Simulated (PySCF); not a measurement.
C3H4BrF, SMILES FC1(Br)CC1.

Geometry optimised at B3LYP-D3(BJ)/def2-SVP.

These are TDA-LC-ωPBE/def2-SVPD (PySCF 2.14.0) values and carry that method's errors.

Vertical excitations. Gas-phase values at a fixed geometry. State labels are in the subgroup Cs.

Question: Give excitation energies, oscillator strengths and character. (An estimate is asked for; the answer gives what the named calculation found.)

Answer: 
```tsv
state	symmetry	energy (eV)	λ (nm)	f	main pairs
S1	A"	6.04	205	0.000	HOMO→LUMO 80 %
S2	A'	6.57	189	0.002	HOMO−1→LUMO 80 %
S3	A"	8.09	153	0.005	HOMO−3→LUMO 67 %
S4	A'	8.24	150	0.203	HOMO−2→LUMO 71 %
S5	A"	8.38	148	0.091	HOMO→LUMO+1 59 %
S6	A'	8.85	140	0.123	HOMO−1→LUMO+1 55 %, HOMO−1→LUMO+2 19 %
S7	A'	9.11	136	0.007	HOMO→LUMO+3 82 %
S8	A"	9.13	136	0.017	HOMO→LUMO+6 38 %, HOMO→LUMO+4 20 %, HOMO→LUMO+8 11 %
S9	A"	9.24	134	0.000	HOMO→LUMO+2 36 %, HOMO→LUMO+1 20 %, HOMO→LUMO+4 19 %, HOMO−3→LUMO+1 11 %
S10	A"	9.41	132	0.002	HOMO→LUMO+4 42 %, HOMO→LUMO+2 23 %, HOMO→LUMO+6 16 %
T1	A"	5.27	235	0	HOMO→LUMO 75 %
T2	A'	5.71	217	0	HOMO−1→LUMO 75 %
T3	A'	7.04	176	0	HOMO−2→LUMO 66 %
T4	A"	7.48	166	0	HOMO−3→LUMO 68 %
```
Triplets are in the Tamm–Dancoff approximation.
